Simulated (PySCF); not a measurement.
Delta-SCF ions had no search for a lower state. Excitations are Tamm–Dancoff values on a coarser integration grid. The basis has no diffuse functions, so Rydberg states are missing or too high.

## H4OS3Si, SMILES `O[Si](S)(S)S` (charge 0, multiplicity 1)

All values below come from ωB97X-D3(BJ)/def2-TZVP (PySCF).

```yaml
HOMO: -9.90 eV
dipole_moment: 0.71 D
HOMO–LUMO gap: 11.89 eV
LUMO: 1.98 eV
S1 excitation (TDA): 6.22 eV
S1 oscillator strength: 0.006
brightest of the four lowest singlets (TDA): 7.34 eV
T1 excitation (TDA): 5.77 eV
S1–T1 gap (TDA): 0.45 eV
vertical ionisation energy (Delta-SCF): 9.86 eV
total_energy: -1562.0185 Ha
cost: very roughly 6 core-minutes
```

```xyz
9

O     -1.2760     0.4467     1.0153
Si    -0.0256     0.0042     0.0530
S      0.2476     1.5428    -1.3652
S     -0.3297    -1.7860    -1.0362
S      1.6264    -0.3448     1.3359
H     -1.5760    -0.1956     1.6639
H      0.2057     2.5168    -0.4438
H     -1.2421    -1.2464    -1.8585
H      2.4539    -0.6786     0.3362
```
